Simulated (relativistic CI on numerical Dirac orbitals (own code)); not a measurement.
**Radial parameters of Yb XI**

Calculated at this level of theory: Dirac-Coulomb-Breit CI, separate exchange-only KLI orbitals for each configuration, model QED (radiative potential, 1s self-energy scaled to tabulated hydrogen-like ionisation energies), unscaled Slater integrals (own radial code, finite nucleus).

Slater integrals F^k, G^k are unscaled and averaged over j, outside the closed core [Kr]; ζ comes from projecting the Hamiltonian with its Breit term on Σ l·s of the shell.

- 4d10 4f12 5s2: F^2(4f,4f) = 151650, F^4(4f,4f) = 95978, F^6(4f,4f) = 69288, ζ(4f) = 3044.1 cm⁻¹; <r>(4f) = 0.6467, <r^2>(4f) = 0.5092 (bohr units).
- 4d10 4f11 5s2 5p: F^2(4f,4f) = 155520, F^4(4f,4f) = 98623, F^6(4f,4f) = 71255, ζ(4f) = 3210.3, F^2(4f,5p) = 68989, G^2(4f,5p) = 29623, G^4(4f,5p) = 24669, ζ(5p) = 51922 cm⁻¹; <r>(4f) = 0.6334, <r^2>(4f) = 0.4867, <r>(5p) = 1.186, <r^2>(5p) = 1.57 (bohr units).
- 4d10 4f12 5s 5p: F^2(4f,4f) = 152090, F^4(4f,4f) = 96288, F^6(4f,4f) = 69520, ζ(4f) = 3082.6, G^3(4f,5s) = 35325, F^2(4f,5p) = 68994, G^2(4f,5p) = 30423, G^4(4f,5p) = 25160, G^1(5s,5p) = 117240, ζ(5p) = 50014 cm⁻¹; <r>(4f) = 0.6452, <r^2>(4f) = 0.5065, <r>(5s) = 1.082, <r^2>(5s) = 1.304, <r>(5p) = 1.194, <r^2>(5p) = 1.591 (bohr units).

Averages of the first 10 configurations, taken without configuration mixing, which lowers the lowest level and can move excited configurations by several eV; other configurations of the list can lie among them:

```tsv
Configuration	Parity	States	Average energy above the lowest level (eV)
4d10 4f12 5s2	even	91	16.4
4d10 4f11 5s2 5p	even	2184	13.8
4d10 4f12 5s 5p	odd	1092	47.6
4d10 4f11 5s 5p2	odd	10920	47.2
4d10 4f14	even	1	93.0
4d10 4f13 5s	odd	28	52.7
4d10 4f12 5s 5d	even	1820	94.1
4d10 4f13 5p	even	84	85.9
4d10 4f11 5s2 6s	odd	728	87.1
4d10 4f11 5s2 6p	even	2184	100.9
```
